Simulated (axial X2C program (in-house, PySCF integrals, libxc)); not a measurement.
**Outer orbitals of RbSe at 3.074 Å, HF**

All values were computed with an in-house all-electron X2C program for linear molecules (integrals from PySCF). Spin-free means the one-electron spin-free X2C Hamiltonian; two-component (2c) means X2C with spin–orbit coupling and atomic mean-field two-electron Coulomb and Gaunt terms, so the difference of the two also holds small scalar two-electron terms. Basis: Rb dyall-cv3z [12s13p8d4f1g], Se dyall-cv3z [8s9p6d4f1g] (cores contracted in-house); Gaussian nuclei, density fitting, unrestricted open shells. Masses: Rb 84.912 u, Se 79.917 u.

The distance is close to the 2c PBE0 minimum; the highest filled and lowest empty levels are listed.

Spin-free orbitals, state M_S = 1/2, Λ = 1 (beyond evenly filled blocks: π+α, π+β, π-α) (Löwdin shares):

```tsv
symmetry	occupied	ε (eV)	atomic character
σα	yes	-22.50	68% Rb p, 29% Se s
σβ	yes	-22.19	96% Rb p, 3% Se s
π+β	yes	-22.16	100% Rb p
π-α	yes	-22.16	100% Rb p
π+α	yes	-22.16	100% Rb p
π-β	yes	-22.15	100% Rb p
σα	yes	-21.16	59% Se s, 35% Rb p, 3% Rb d
σβ	yes	-18.91	84% Se s, 8% Rb p, 5% Rb d
π+α	yes	-7.92	94% Se p, 4% Rb d
π-α	yes	-7.92	94% Se p, 4% Rb d
σα	yes	-7.36	88% Se p, 4% Rb s, 4% Rb d
σβ	yes	-6.86	88% Se p, 5% Rb s, 4% Rb d
π+β	yes	-6.31	91% Se p, 6% Rb d, 3% Rb p
σα	no	-0.36	71% Rb s, 29% Rb p
σβ	no	-0.35	70% Rb s, 29% Rb p
π-β	no	0.31	98% Rb p
π+α	no	0.34	98% Rb p
π-α	no	0.34	98% Rb p
π+β	no	0.34	97% Rb p, 2% Rb d
```

Spinors with spin–orbit coupling (state Ω = 3/2):

```
   ω  occupied  ε (eV)             atomic character     λ mixture
 1/2       yes  -22.86            92% Rb p, 8% Se s  52% π, 48% σ
-1/2       yes  -22.79                     99% Rb p  66% π, 34% σ
 1/2       yes  -22.15           71% Rb p, 27% Se s  56% σ, 44% π
-1/2       yes  -21.86            96% Rb p, 3% Se s  66% σ, 34% π
 3/2       yes  -21.83                    100% Rb p        100% π
-3/2       yes  -21.82                    100% Rb p        100% π
 1/2       yes  -21.07  53% Se s, 42% Rb p, 3% Rb d   96% σ, 4% π
-1/2       yes  -18.91   84% Se s, 9% Rb p, 5% Rb d        100% σ
-1/2       yes   -8.05            94% Se p, 4% Rb d   98% π, 2% σ
 3/2       yes   -7.75            94% Se p, 4% Rb d        100% π
 1/2       yes   -7.38   88% Se p, 4% Rb s, 4% Rb d   96% σ, 4% π
-1/2       yes   -6.81   88% Se p, 4% Rb s, 4% Rb d   98% σ, 2% π
 1/2       yes   -6.40   91% Se p, 5% Rb d, 3% Rb p   96% π, 4% σ
 1/2        no   -0.35           71% Rb s, 29% Rb p        100% σ
-1/2        no   -0.35           70% Rb s, 29% Rb p        100% σ
-3/2        no    0.31                     98% Rb p        100% π
-1/2        no    0.34                     98% Rb p        100% π
 3/2        no    0.34                     98% Rb p        100% π
 1/2        no    0.34            97% Rb p, 2% Rb d        100% π
```

**Question.** How does the gap between the highest filled and lowest empty level change from the spin-free to the 2c table?

**Answer.** From 5.95 to 6.05 eV at HF, a change of 0.10 eV.

Mulliken charges and populations of the two-component result (they depend on the basis, above all on diffuse functions):

Rb 0.76 e (s 8.07 p 18.04 d 10.12), Se -0.76 e (s 7.98 p 16.78 d 10.01). ⟨Lz⟩ = 1.00 ħ and ⟨Sz⟩ = 0.50 ħ (0.00 and 0.50 on the two atoms), which add up to Ω.

One determinant describes the state; a PBE0 search over occupations chose it and may have missed a lower one. Other states lie close and PBE0, whose exact exchange favours high spin, may order them wrongly; the determinant shown need not be the ground state. The nearest other spin-free determinant of the search, M_S = 1/2, Λ = 0, lies 0.24 eV up at the distance of the search.
